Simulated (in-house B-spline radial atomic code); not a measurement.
A calculation on the neon ion Ne³⁺: its settings, and results tabulated from the run. Method: scalar-relativistic (X2C) PBE, spherical fractional occupations, Fermi nucleus of rms radius 3.0055 fm, inside a hard spherical wall at 2.99 bohr. Calculated with an all-electron radial atomic-structure program (B-spline basis).

Command:
```bash
python run_scf.py task.json out
```
Settings (nuclear radius in fm, mass in u):
```
Z                10
configuration    [He] 2s2 2p3
hamiltonian      x2c
method           pbe,pbe
spin_polarised   False
nucleus          fermi
rms_radius       3.0055
atomic_mass      19.99244
speed_of_light   137.035999084
wall_radius      2.99
```

Output (hartree, bohr):
```
 radial grid: 62 intervals, B-splines of order 8, outer radius 2.99 bohr

 iter        energy (Eh)    residual
    1        -121.637089    2.95e-01
    2        -123.809694    1.10e-01
    3        -124.072260    3.65e-02
    4        -124.104802    1.18e-02
    5        -124.108148    4.57e-03
    6        -124.108692    3.32e-05
    7        -124.108692    2.81e-07
    8        -124.108692    1.86e-08

 total energy                      -124.10869
 kinetic                             124.2485
 electron-nucleus                   -281.4185
 Hartree                              43.4088
 exchange-correlation                -10.3474

 orbital      occ     eigenvalue          <r>       <r^2>       <1/r>       r_max
 1s         2.000       -33.5935     0.157635   0.0335249     9.65597      0.1025
 2s         2.000        -3.7927     0.794473    0.748639     1.83615      0.6454
 2p         3.000        -2.9542     0.751844    0.701221     1.73484      0.5601
```

Time taken, with all properties: 0.05 s on 1 thread of Arm Neoverse V1 (shared host).
